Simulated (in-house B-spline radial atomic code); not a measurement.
Pb⁺: [Xe] 4f14 5d10 6s1 6p1 8d1 (an excited or competing configuration)

Computed with an all-electron radial atomic-structure program (B-spline basis): Dirac-Hartree-Fock, average of configuration, Fermi nucleus of rms radius 5.5012 fm.

Z_r = [3n² - l(l+1)]/(2<r>); Z_e = n√(-2ε); the last column is Slater's effective charge. Values are occupation-weighted means over j. An effective charge above Z reflects the relativistic contraction of the inner shells.

```tsv
shell	electrons	ε (eV)	<r> (bohr)	Z_r	Z_e	Slater
1s	2	-88614	0.01605	93.43	80.70	81.70
2s	2	-16014	0.06688	89.71	68.61	77.85
2p	6	-13888	0.06087	82.14	63.90	77.85
3s	2	-3928.3	0.1737	77.73	50.98	70.75
3p	6	-3300	0.1751	71.37	46.72	70.75
3d	10	-2588.2	0.16	65.61	41.38	60.85
4s	2	-941.31	0.384	62.50	33.27	54.25
4p	6	-729.53	0.4075	56.44	29.29	54.25
4d	10	-463.02	0.43	48.84	23.33	42.85
5s	2	-183.62	0.8655	43.33	18.37	24.35
4f	14	-175.03	0.4524	39.78	14.35	31.45
5p	6	-122.01	0.9808	37.21	14.97	24.35
5d	10	-45.662	1.275	27.05	9.16	10.85
6s	1	-30.392	2.211	24.42	8.97	6.35
6p	1	-19.412	2.815	18.82	7.17	6.35
8d	1	-2.116	17.93	5.19	3.15	2.00
```

The least bound orbital is 8d5/2 at -2.11 eV, and it is also the most diffuse (<r> = 18 bohr).

Spin-orbit splittings of the orbital energies (j = l + 1/2 above j = l - 1/2 when positive): 2p 2193 eV, 3p 495.5 eV, 3d 104.5 eV, 4p 122.9 eV, 4d 23.21 eV, 4f 5.218 eV, 5p 23.04 eV, 5d 2.816 eV, 6p 2.104 eV, 8d 0.01578 eV.

For the 1s electron the small component carries 9.78 % of the norm, the zero-frequency Breit interaction raises the level by 343.4 eV, self-energy by 222.9 eV, and vacuum polarisation lowers it by 47.57 eV.
